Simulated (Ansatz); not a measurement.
`CCOC(=O)CC` + `[Cl][GaH2]` → `C[CH2][GaH][Cl]` + `CCOC=O`  (formal exchange of groups at a C–C bond)

Program: Ansatz. Geometries: PBE0-D4/def2-TZVP. ΔE: electronic, gas phase. CBS: MP2 limit from def2 TZ/QZ plus the TZ coupled-cluster correction, frozen cores. DFT in def2-TZVPP. For Ga outer-core shells are correlated without core-valence functions, which leaves a few kJ/mol of doubt a bond. Scalar relativity is left out up to krypton. One conformer a species, not always the lowest.

`CCOC(=O)CC`:

```xyz
17

C     0.178    2.562    0.832
C    -0.284    1.318    1.550
O     0.337    0.143    1.014
C    -0.246   -0.404   -0.062
O    -1.243    0.028   -0.575
C     0.513   -1.617   -0.523
C    -0.102   -2.274   -1.740
H     1.266    2.651    0.870
H    -0.140    2.546   -0.212
H    -0.254    3.445    1.307
H    -1.368    1.206    1.484
H     0.013    1.331    2.599
H     0.569   -2.308    0.324
H     1.546   -1.305   -0.710
H    -1.126   -2.592   -1.538
H    -0.138   -1.581   -2.582
H     0.479   -3.149   -2.038
```

`[Cl][GaH2]`:

Cartesian coordinates in Å:
```
Cl 1.200 0.456 1.457
Ga -0.128 -0.048 -0.155
H 0.322 0.443 -1.561
H -1.395 -0.850 0.258
```

`C[CH2][GaH][Cl]`:

Cartesian coordinates in Å:
```
C -0.116 0.870 1.087
C 0.609 0.110 -0.016
Ga -0.527 -1.036 -1.133
Cl 0.506 -2.130 -2.686
H 0.575 1.486 1.669
H -0.615 0.195 1.787
H -0.883 1.537 0.685
H 1.393 -0.535 0.394
H 1.126 0.795 -0.697
H -2.068 -1.293 -1.090
```

`CCOC=O`:

Z-matrix (Å, degrees):
```
C
C 1 1.508
H 1 1.092 2 110.9
H 1 1.092 2 109.6 3 -119.5
H 1 1.091 2 110.8 3 121.2
O 2 1.438 1 111.3 3 -56.5
H 2 1.091 1 111.3 3 -178.0
H 2 1.090 1 111.5 3 59.7
C 6 1.329 2 116.4 1 -84.7
O 9 1.197 6 126.3 2 -0.4
H 9 1.100 6 109.1 2 179.9
```

| level | ΔE (kcal/mol) |
| --- | --- |
| PBE0-D4 | 1.1 |
| ωB97M-V | 1.7 |

Question: What does CCSD(T)/CBS give? (Estimate.)

Answer: Computed: -0.4 kcal/mol. The listed levels differ from it by 1.5, 2.1 kcal/mol.

Largest T1 diagnostic among the species: 0.014.

In def2-TZVPP, CCSD(T) changes the Hartree–Fock value by −2.9 kcal/mol (the triples alone add −0.3 kcal/mol) and MP2 by −3.9 kcal/mol. From PBE to PBE0 (25 % exact exchange), in def2-TZVPP and without D4, ΔE moves by +1.2 kcal/mol.
